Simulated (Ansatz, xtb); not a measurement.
Process, species as SMILES: [SiH3]N[SiH2]O[SiH3] + 4 [H][H] (H2) -> N (NH3) + O (H2O) + 3 [SiH4] (SiH4)
Geometries: B3LYP-D3(BJ)/def2-TZVP minima from Ansatz (a quantum-chemistry and plane-wave program), one conformer each, not searched for the lowest.
Geometry of the first species:
```xyz
14

Si    -0.0666     0.1478    -0.9932
N     -1.4849     0.6675    -0.1787
Si    -2.6356    -0.2945     0.6896
O      1.2075    -0.0172     0.0208
Si     2.8036    -0.1336     0.3476
H     -0.3411    -1.1708    -1.5974
H      0.2827     1.1633    -2.0112
H     -1.5911     1.6697    -0.0922
H     -4.0198    -0.0034     0.2440
H     -2.3065    -1.7098     0.4143
H     -2.5799    -0.0547     2.1528
H      3.0111     0.1214     1.7896
H      3.5634     0.8641    -0.4430
H      3.2963    -1.4897     0.0120
```

Wanted: energy of full hydrogenation (electronic energy difference), in eV. Valence correlation only, unless marked. Spin-orbit coupling is left out. No relativistic terms. Basis-set limits of correlation are two-point, X^-3; Hartree-Fock from the larger set.

| level | program | energy of full hydrogenation (eV) | minus last row |
|---|---|---|---|
| GFN1-xTB | xtb | 2.18 | -0.27 |
| HF/aug-cc-pV(D+d)Z | Ansatz | 1.09 | -1.36 |
| r2SCAN-D4/def2-TZVPD | Ansatz + dftd4 | 2.43 | -0.02 |
| PBE0/def2-SVP | Ansatz | 1.66 | -0.79 |
| PBE0-D3(BJ)/def2-TZVPD | Ansatz + dftd3 | 2.08 | -0.37 |
| PBE0-D4/def2-TZVPD | Ansatz + dftd4 | 2.10 | -0.35 |
| PBE0/def2-TZVPD | Ansatz | 1.92 | -0.53 |
| r2SCANh/def2-TZVPD | Ansatz | 2.35 | -0.10 |
| B2GP-PLYP-D4/def2-TZVPD | Ansatz + dftd4 | 2.48 | 0.03 |
| RPA@PBE/cc-pV(T+d)Z | Ansatz | 2.27 | -0.18 |
| MP2/6-31G | Ansatz | 2.13 | -0.32 |
| MP2/cc-pV(T+d)Z | Ansatz | 2.68 | 0.23 |
| MP2/cc-pV(Q+d)Z | Ansatz | 2.69 | 0.24 |
| RI-MP2/cc-pV(Q+d)Z | Ansatz | 2.69 | 0.24 |
| SCS-MP2/aug-cc-pV(D+d)Z | Ansatz | 1.54 | -0.91 |
| SCS-MP2/cc-pV(T+d)Z | Ansatz | 2.54 | 0.09 |
| CCSD/cc-pV(D+d)Z | Ansatz | 1.57 | -0.88 |
| CCSD/CBS(cc-pV(T+d)Z,cc-pV(Q+d)Z) | Ansatz | 2.35 | -0.10 |
| CCSD(T)/6-31G* | Ansatz | 2.74 | 0.29 |
| CCSD(T)/cc-pwCVTZ | Ansatz | 2.44 | -0.01 |
| CCSD(T)/CBS(cc-pV(T+d)Z,cc-pV(Q+d)Z) | Ansatz | 2.45 | 0.00 |
